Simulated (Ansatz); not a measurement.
Correlation energies of `FCOC(F)[SiH3]` by basis set

Cartesian coordinates in Å:
```
F -1.589 0.935 1.824
C -0.845 -0.220 1.799
O 0.183 -0.109 0.880
C -0.210 -0.179 -0.451
F -0.529 -1.496 -0.768
Si 1.243 0.406 -1.546
H -1.522 -1.042 1.550
H -0.383 -0.352 2.778
H -1.129 0.399 -0.612
H 0.841 0.249 -2.965
H 2.430 -0.428 -1.241
H 1.509 1.835 -1.247
```

The species carries charge 0 and has multiplicity 1. All single points use the PBE0-D4/def2-TZVP geometry. It is one conformer, not always the lowest. Frozen core, restricted reference, Ansatz. CBS rows extrapolate triple and quadruple zeta; past MP2 they add the triple-zeta difference.

```json
{"basis": "def2-TZVPP", "HF (Eh)": "-642.04239", "MP2 corr.": "-1.19184"}
{"basis": "def2-QZVPP", "HF (Eh)": "-642.06710", "MP2 corr.": "-1.29086"}
```

Estimate the CCSD correlation energy and the (T) correction in each basis where they were run (hartree).


```json
{"basis": "def2-TZVPP", "CCSD corr.": "-1.23233", "(T)": "-0.04235"}
{"basis": "CBS(def2)", "CCSD corr.": "-1.40470", "(T)": "as TZ"}
```
